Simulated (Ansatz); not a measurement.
Process, species as SMILES: F[B]B(F)F → 2 B atom + 3 F atom
B3LYP-D3(BJ)/def2-TZVP geometries, fixed; electronic energies without zero-point terms.

Basis-set convergence of the atomisation energy at HF with Ansatz (an electronic-structure program). All functions are spherical. Species with rotatable bonds are taken in one conformer. Open shells are unrestricted. No added dispersion term, no relativity. Functions are those of the species that has most. Reference: the value in def2-QZVPPD, 408.40 kcal/mol, itself unsure by roughly 0.60 kcal/mol (its mean distance from pcseg-3, def2-QZVPP, cc-pVQZ). Deviations are taken from unrounded values.

```
basis        functions
-----------  ---------
pcseg-0             45
cc-pVDZ             70
pcseg-1             70
def2-SVPD          109
cc-pVTZ            150
pcseg-2            150
def2-TZVPPD        194
cc-pVQZ            275
pcseg-3            300
def2-QZVPPD        324
```

Task: Which is the smallest set listed that can be trusted to 4 kcal/mol here, that is, within that of the reference together with its larger relatives (same family, alike in diffuse functions; a set with none to test it counts only in the reference's own line)?

Result: The smallest set listed that lies within 4 kcal/mol of the reference with all its larger relatives (same family, alike in diffuse functions; a set with none counts only in the reference's own line) is def2-SVPD (109 functions, 2.93 kcal/mol off). Value minus reference: pcseg-0 -37.00, cc-pVDZ -22.25, pcseg-1 -12.08, def2-SVPD 2.93, cc-pVTZ -0.56, pcseg-2 1.50, def2-TZVPPD -1.28, cc-pVQZ 0.23, pcseg-3 1.57, def2-QZVPPD 0.00 kcal/mol.
